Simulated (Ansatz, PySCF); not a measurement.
Molecule: C₂H₃Cl₂, charge 0, multiplicity 2. It need not be the lowest isomer of its formula. 
Structure (B3LYP-D3(BJ)/def2-TZVP (Ansatz, a program for electronic structure) minimum search):
```xyz
7

C      0.5824    -0.7859     0.4126
C     -0.8011    -0.4146     0.6569
Cl    -1.6377     0.1690    -0.9037
Cl     1.7993     0.4070     0.3901
H      0.8612    -1.7377    -0.0133
H     -0.9041     0.4150     1.3491
H     -1.3931    -1.2668     0.9784
```
Charge 0, spin multiplicity 2.

Dipole moments at this geometry, in debye (magnitudes).

```csv
level,program,dipole (D)
revPBE/def2-TZVPD,Ansatz,1.98
B97M-V/def2-TZVPD,Ansatz,2.07
BHLYP/def2-TZVPD,Ansatz,[?]
TPSSh/def2-TZVPD,PySCF,2.06
r2SCAN0/def2-TZVPD,Ansatz,2.11
M06-2X/def2-TZVPD,PySCF,2.07
HSE06/def2-TZVPD,Ansatz,2.04
CAM-B3LYP/def2-TZVPD,Ansatz,2.07
wB97M-V/def2-TZVPD,Ansatz,2.03
CCSD(T)/aug-cc-pV(D+d)Z,Ansatz,[?]
```

Q: Complete the blanks.

A: 
- BHLYP/def2-TZVPD, dipole (D): 2.14
- CCSD(T)/aug-cc-pV(D+d)Z, dipole (D): 1.98
